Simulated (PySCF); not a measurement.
# Molecular orbitals of GaB

PBE at R = 2.237 Å; Ga def2-TZVPP, B def2-TZVPP; no relativity (PySCF 2.14). State: ³Π (triplet), unpaired electrons σ ↑, π ↑. Only the outer orbitals are listed, counted within each symmetry.

| spin | orbital | occ. | ε (eV) | on Ga (%) | main shells (%) |
| --- | --- | --- | --- | --- | --- |
| α | 8σ | 1 | -11.21 | 48 | 48 B s, 42 Ga s |
| α | 9σ | 1 | -7.70 | 53 | 48 Ga s, 40 B s |
| α | 4π | 1 | -4.48 | 34 | 65 B p, 32 Ga p |
| α | 10σ | 1 | -4.41 | 42 | 51 B p, 35 Ga p |
| α | 4π | 0 | -4.19 | 39 | 61 B p, 37 Ga p |
| α | 5π | 0 | -1.90 | 70 | 68 Ga p, 30 B p |
| α | 5π | 0 | -1.74 | 65 | 63 Ga p, 34 B p |
| β | 8σ | 1 | -10.22 | 57 | 52 Ga s, 38 B s |
| β | 9σ | 1 | -6.63 | 53 | 45 B s, 41 Ga s, 11 Ga p |
| β | 4π | 0 | -3.78 | 44 | 56 B p, 42 Ga p |
| β | 4π | 0 | -3.14 | 55 | 54 Ga p, 44 B p |
| β | 10σ | 0 | -2.91 | 39 | 43 B p, 39 Ga p, 18 B s |

Question: Which are the highest filled and the lowest empty level, where do they sit, and how wide is the gap?

Answer: Highest filled α 10σ at -4.41 eV (in %: 51 B p, 35 Ga p); lowest empty α 4π at -4.19 eV (in %: 61 B p, 37 Ga p); the gap at PBE is 0.22 eV.

The bond order (Mayer) is 1.25 and the ⟨S²⟩ is 2.004. The charge on Ga (Mulliken, basis-dependent) is 0.13. The charge on Ga (Löwdin, basis-dependent) is 0.26. The dipole moment (positive dipole means Ga(−)B(+)) is -1.33 D.

Spin–orbit coupling is left out. The state is the lowest determinant that a PBE0 search found; another state may lie lower at other levels.
